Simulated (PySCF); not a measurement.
C₂F₃, charge +1, multiplicity 1. Atoms are numbered in the order given.

```xyz
5

F     -1.9483     0.1806     0.0000
C     -0.8821    -0.4292     0.0000
C      0.4605     0.0418     0.0000
F      1.1147     0.0388    -1.0801
F      1.1147     0.0388     1.0801
```
Charge +1, spin multiplicity 1.

Geometry optimised at B3LYP-D3(BJ)/def2-SVP. The spin state was assumed, not searched. The isomer is the one that the SMILES or the coordinates give; other isomers of the formula were not compared.

The numbers are results of PBE/def2-TZVPD in PySCF, not measurements.

Symmetry labels are those of the subgroup Cs that the program uses (full group Cs).

Computed valence orbital energies around the gap with their symmetry:
```tsv
orbital	symmetry	energy (eV)
HOMO−7	A"	-22.87
HOMO−6	A'	-21.53
HOMO−5	A"	-21.34
HOMO−4	A'	-20.57
HOMO−3	A"	-18.92
HOMO−2	A'	-18.87
HOMO−1	A"	-18.47
HOMO	A'	-14.18
LUMO	A"	-12.52
LUMO+1	A'	-10.71
LUMO+2	A'	-5.88
LUMO+3	A'	-4.80
```
